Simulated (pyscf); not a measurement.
Structures and frequencies: ωB97X-D3(BJ)/def2-SVP in PySCF.

Question: What is the homolytic dissociation enthalpy (298 K, ωB97M-D3(BJ)/def2-TZVP) of the Ga–P bond of H₂P–GaH–PH–GaH₂, to [H₂P–GaH]• + •HP–GaH₂?

Answer: Ga–P to [H₂P–GaH]• + •HP–GaH₂: 295.1 kJ/mol. The 7 functionals that were run give +285.0 (B3LYP-D3(BJ)) to +326.2 kJ/mol (ωB97X-D3(BJ)). The radicals are drawn with the spin at the cut bond; how far it spreads was not checked. •HP–GaH₂ lies 25.7 kJ/mol over its isomer [H₂P–GaH]• (electronic energy, ωB97M-D3(BJ)). Other isomers of [H₂P–GaH]• were not searched in full and may lie lower. Elements up to Kr have no core potential and no relativistic terms here.
